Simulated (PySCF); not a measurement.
## Ionisation energy of Ne²⁺ by level of theory

Ne²⁺ [He] 2s2 2p4 (3P) → Ne³⁺ [He] 2s2 2p3 (4S), as a difference of total energies. All numbers are calculated (PySCF 2.14, scalar relativity by spin-free X2C-1e, in x2c-TZVPPall (5s3p2d1f, 31 functions)). Correlated levels: valence and next inner shell: nothing frozen. The calculations carry no spin-orbit coupling.

| method | ionisation energy (eV) | plus first-order spin-orbit estimate | error of that sum (eV) |
| --- | --- | --- | --- |
| UHF | 61.847 | 61.885 | -1.538 |
| MP2 (valence and next inner shell) | 63.013 | 63.051 | -0.372 |
| SCS-MP2 (valence and next inner shell) | 63.094 | 63.132 | -0.291 |
| CCSD (valence and next inner shell) | 63.050 | 63.088 | -0.335 |
| CCSD(T) (valence and next inner shell) | 63.065 | 63.103 | -0.320 |

Reference: 63.423 eV (measured; NIST Atomic Spectra Database, ionization energies).

A first-order spin-orbit estimate (lowest level to lowest level, LS coupling) adds 0.038 eV.

Errors of the correlated levels include the incompleteness of this basis.
